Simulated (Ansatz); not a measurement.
Born–Oppenheimer molecular dynamics of a periodic cell of 40 atoms, H3CCl (contents 8 CH3Cl, density as packed 0.70 g/cm³ with natural masses). It starts from a partly relaxed structure (largest force component 0.30 eV/Å).

All numbers below come from DFT PBE-D3(BJ), scalar-relativistic, plane waves, PAW in Ansatz 0.2.0. Settings: cutoff 420 eV, k mesh 1x1x1, fermi-dirac smearing 0.05 eV, no spin polarisation.

```yaml
ensemble: NVT, Langevin thermostat
time_step: 0.5 fs
steps_asked: 30
set_temperature: 1000 K
friction: 0.02 /fs
seed: 623732
```

First frame:

```xyz
40
Lattice="9.8539 0.0000 0.0000 0.0000 9.8539 0.0000 0.0000 0.0000 9.8539" Properties=species:S:1:pos:R:3
C 6.908 7.755 6.962
Cl 5.961 6.651 5.940
H 6.751 8.776 6.619
H 6.576 7.654 7.993
H 7.961 7.493 6.883
C 0.241 4.048 5.848
Cl -0.177 2.410 5.298
H -0.455 4.346 6.629
H 1.257 4.041 6.236
H 0.169 4.732 5.005
C 3.951 3.441 6.148
Cl 3.430 1.982 5.277
H 4.919 3.755 5.763
H 3.215 4.227 5.992
H 4.030 3.209 7.208
C 9.314 8.477 8.851
Cl 8.693 9.780 9.889
H 10.080 7.928 9.395
H 8.493 7.812 8.591
H 9.739 8.916 7.950
C 1.188 4.983 8.909
Cl -0.434 4.409 9.357
H 1.412 5.883 9.478
H 1.913 4.206 9.140
H 1.203 5.203 7.844
C 5.636 4.666 0.075
Cl 5.912 6.416 0.219
H 6.034 4.323 -0.878
H 6.144 4.160 0.894
H 4.566 4.473 0.124
C 4.586 1.261 0.620
Cl 5.497 1.275 2.146
H 4.466 2.285 0.271
H 5.139 0.679 -0.115
H 3.611 0.810 0.795
C 3.021 6.812 4.191
Cl 4.030 5.707 3.231
H 3.561 7.088 5.095
H 2.808 7.699 3.599
H 2.093 6.306 4.451
```

Problem. What does the run give?

Solution. All steps were run.

```
steps done                                               : 30
time covered                                             : 15 fs
mean temperature over the second half                    : 917 K
spread of the potential energy over the second half      : 8.8 meV per atom
mean potential energy of the second half above the start : 48.2 meV per atom
```

A run of 0.015 ps of so small a system gives no equilibrium averages. Limits of this set-up: coarse k mesh.

Problem. What happens to the structure?

Solution. Mean squared displacements from the first frame to the last, about the centre of mass: C 0.02 Å², Cl 0.02 Å², H 0.12 Å². The details hang on the random start.

Problem. How do temperature and energy run in time?

Solution. 
```tsv
time (fs)	T (K)	potential energy less start (eV)
0.0	975	0.000
1.0	913	0.358
2.0	762	1.167
3.0	674	1.796
4.0	680	1.997
5.0	732	2.053
6.0	755	2.133
7.0	749	2.236
8.0	762	2.372
9.0	796	2.326
10.0	880	2.012
11.0	972	1.582
12.0	1079	1.394
13.0	997	1.559
14.0	975	1.959
15.0	885	2.234
```

Time of the run: 10 min on 1 thread of AMD EPYC (Zen 3), on a shared host, peak memory 0.77 GiB.
